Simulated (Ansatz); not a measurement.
Cost and result for the atomization energy of BH4NOSi (`O[SiH]1BN1`) (8 atoms, 8 bonds).

```xyz
8

O    -0.0616    0.1577   -1.9111
Si    0.4449   -0.2687   -0.4062
B    -0.7288   -0.7716    1.0108
N    -0.2709    0.5415    0.9586
H     0.5771    0.5941   -2.4767
H     1.9301   -0.2568   -0.4055
H    -1.4655   -1.3728    1.7238
H    -0.4253    1.3766    1.5063
```

Charge 0, multiplicity 1. Geometry: relaxed with PBE0-D4/def2-TZVP. It is one conformer, not always the lowest. Program: Ansatz. All runs use 2 threads of an AMD EPYC 7B13 on a shared host. Times are those of one run each, without the atoms' runs, and a repeat can differ threefold. Electronic energies, without spin–orbit coupling; frozen cores. CCSD(T)/CBS adds CCSD(T) − MP2 in def2-TZVPP to the MP2 limit, and its time is that of the two runs behind it. T1 = 0.014. B3LYP takes the VWN-RPA correlation (the form of Gaussian; ORCA's B3LYP/G). HSE06 is the plane-wave form, built on full-range PBE exchange.

CCSD(T)/CBS is a level of theory with its own doubt, some kJ/mol a heavy atom from the limit and from the frozen cores, so smaller differences don't rank the functionals.

| level | functions | wall time | atomization (kcal/mol) | difference from CCSD(T)/CBS | per bond |
| --- | --- | --- | --- | --- | --- |
| BLYP-D4/def2-TZVPP | 191 | 1.6 s | 704.5 | 2.8 | 0.3 |
| revPBE-D4/def2-TZVPP | 191 | 1.7 s | 696.8 | -4.9 | -0.6 |
| PBE-D4/def2-TZVPP (with forces) | 191 | 2 s | 717.0 | 15.3 | 1.9 |
| CCSD(T)/def2-SVP | 80 | 2 s | 646.9 | -54.8 | -6.9 |
| BHLYP-D4/def2-TZVPP | 191 | 2.2 s | 678.9 | -22.8 | -2.9 |
| HSE06-D4/def2-TZVPP | 191 | 2.4 s | 701.3 | -0.4 | -0.1 |
| B3LYP-D4/def2-TZVPP (with forces) | 191 | 3.2 s | 703.1 | 1.4 | 0.2 |
| r2SCANh-D4/def2-TZVPP | 191 | 3.9 s | 698.8 | -2.9 | -0.4 |
| ωB97X-V/def2-TZVPP | 191 | 6.5 s | 706.2 | 4.5 | 0.6 |
| ωB97M-V/def2-TZVPP (with forces) | 191 | 8 s | 707.1 | 5.4 | 0.7 |
| MP2/def2-QZVPP | 361 | 13 s | 709.5 | 7.8 | 1.0 |
| CCSD(T)/def2-TZVPP | 191 | 38 s | 678.8 | -22.9 | -2.9 |
| CCSD(T)/CBS(def2) | – | 51 s | 701.7 | 0.0 | 0.0 |

From r2SCAN to r2SCAN0 (25 % exact exchange), in def2-TZVPP and without D4, the atomization energy moves by −14.5 kcal/mol: exact exchange takes away binding that semilocal exchange gives to molecules. In def2-TZVPP, CCSD(T) changes the Hartree–Fock value by +187.3 kcal/mol (the triples alone add +12.1 kcal/mol) and MP2 by +204.1 kcal/mol; breaking electron pairs costs correlation energy, which Hartree–Fock lacks. At CCSD(T), def2-SVP lies −54.9 kcal/mol from the extrapolated value and def2-TZVPP −22.9 kcal/mol: correlation converges slowly with the basis, and small sets miss more of it in the bonded molecule than in its fragments.
